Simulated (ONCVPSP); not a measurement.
**Re, ONCV: configuration errors across variants**

Re (Z = 75), optimised norm-conserving Vanderbilt (ONCV), made with ONCVPSP 4.0.1 (PBE, fully relativistic). Core [Kr] 4d10 4f14 5s2, reference 5p6 5d5 6s2. Waves: 6s: rc 2.50 bohr, ncon 4, nbas 8, qcut 2.7 1/bohr, 2 projectors, debl 2.4 Ha; 5p: rc 1.85 bohr, ncon 4, nbas 7, qcut 6.5 1/bohr, 2 projectors, debl 0.6 Ha; 5d: rc 2.35 bohr, ncon 4, nbas 9, qcut 7.8 1/bohr, 2 projectors, debl 1.9 Ha. Local part: polynomial inside 1.25 bohr (lpopt 5, dvloc0 0 Ha). Core correction: Teter function, fcfact 3.75, rcfact 1.2.

Open shells are filled in proportion to 2j + 1.

In the p channel the program set the typed energies aside and used -1.615, 0.250 Ha (j = l + 1/2; the other j can differ).

All-electron excitation energies from the reference (eV): (1) 5p6 5d5 6s1 9.255; (2) 5p6 5d5 6s0 25.580; (3) 5p6 5d4 6s0 52.700; (4) 5p6 5d5.5 6s1.5 0.379.

A true bound ghost makes a file unfit for plane-wave use even where its test errors are small: the radial tests pick states by their node count and pass the ghost by.

Errors AE − PS in meV (a dash: test not solved or not reliable):

```tsv
change	(1)	(2)	(3)	(4)	bound ghosts	GHOST(+) flags above zero
base	-6.3	-26	+45	-6.6	s	s
core correction Teter function, fcfact 1.3, rcfact 1.2	-6.2	-26	+46	-6.6	s	s
core correction Teter function, fcfact 2, rcfact 1.2	-6.3	-26	+46	-6.6	s	s
core correction Teter function, fcfact 2.9, rcfact 1.2	-6.3	-26	+45	-6.6	s	s
core correction Teter function, fcfact 3.6, rcfact 1.2	-6.3	-26	+45	-6.6	s	s
core correction Teter function, fcfact 4.3, rcfact 1.2	-6.4	-27	+45	-6.6	s	s
core correction Teter function, fcfact 5.3, rcfact 1.2	-6.4	-27	+45	-6.6	s	s
core correction Teter function, fcfact 6.8, rcfact 1.2	-6.5	-27	+44	-6.7	s	s
core correction Teter function, fcfact 7.8, rcfact 1.2	-6.5	-27	+44	-6.7	s	s
```

**Question.** Give the same row for: core correction Teter function, fcfact 6, rcfact 1.2.

**Answer.** -6.4, -27, +44, -6.6; bound ghosts: s; GHOST(+) flags above zero: s.
